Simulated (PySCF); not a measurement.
Where the electron goes

C5H12OSi2.
Z-matrix (Å and degrees, PBE0-D3(BJ)/def2-SVP geometry), rows numbered from 1:
```
C 
C   1  1.3374
C   2  1.4633  1  123.88
C   3  1.3462  2  122.27  1  -179.20
O   3  1.3548  2  114.06  1     1.05
Si  5  1.6831  3  127.79  2  -151.80
C   6  1.8675  5  111.38  3    66.56
Si  7  1.8878  6  119.73  5   -57.17
H   1  1.0925  2  120.51  3    -0.13
H   1  1.0921  2  121.27  3  -179.81
H   2  1.0939  1  120.62  3   179.82
H   4  1.0900  3  119.71  2     0.62
H   4  1.0914  3  122.33  2  -178.40
H   6  1.4882  5  103.56  3  -173.96
H   6  1.4948  5  110.97  3   -56.64
H   7  1.1039  6  108.38  5    67.02
H   7  1.1056  6  106.26  5  -178.89
H   8  1.4975  7  108.83  6  -169.99
H   8  1.4912  7  111.14  6    70.84
H   8  1.4946  7  110.88  6   -51.36
```

Method used: PySCF, TDDFT wB97X-D/def2-SVPD, vertical, gas phase, core orbitals frozen in the response.

Kohn–Sham orbitals with the atoms that hold most of them (Löwdin shares over 4%, at most four atoms; ? is withheld):

```
orbital  ε (eV)                             atoms
 HOMO-3  -11.03  O5 14%, Si6 13%, C7 13%, H15 10%
 HOMO-2  -10.76  Si6 20%, C7 17%, H14 15%, O5 14%
 HOMO-1  -10.09     C2 22%, O5 20%, C1 18%, C7 8%
   HOMO       ?                                 ?
   LUMO    0.83                                 ?
 LUMO+1    1.94  Si8 25%, Si6 16%, C7 10%, H17 8%
 LUMO+2    2.12   Si6 21%, Si8 12%, C7 8%, H14 8%
```

Problem. Give the leading atoms of the LUMO.

Solution. C1 (bonded to C and 2 H) 25%; C4 (bonded to C and 2 H) 19%; C2 (bonded to 2 C and H) 17%; C3 (bonded to 2 C and O) 15%.

Problem. Give the leading atoms of the HOMO.

Solution. C4 (bonded to C and 2 H) 32%; C3 (bonded to 2 C and O) 20%; C1 (bonded to C and 2 H) 15%; C2 (bonded to 2 C and H) 11%.

Problem. What is the HOMO energy, and the HOMO–LUMO gap?

Solution. ε(HOMO) = -8.36 eV; the gap is 9.19 eV (0.3376 hartree).

Problem. The HOMO–LUMO gap is 9.19 eV. Where does the response calculation put the lowest singlet, and from which orbitals?

Solution. S1 is at 5.51 eV (f = 0.391), 3.68 eV below the gap, made of HOMO→LUMO (96%). 

Problem. One configuration dominates each of S1 and S3. Which, and how do the shares of the two leading atoms of either orbital change from the occupied to the empty one?

Solution. 
- S1 (5.51 eV, f 0.391), HOMO→LUMO (96%): C4 32% → 19%, C3 20% → 15%, C1 15% → 25%
- S3 (6.77 eV, f 0.151), HOMO-1→LUMO (83%): C2 22% → 17%, O5 20% → at most 16%, C1 18% → 25%, C4 at most 9% → 19%

One conformer stands for the species.
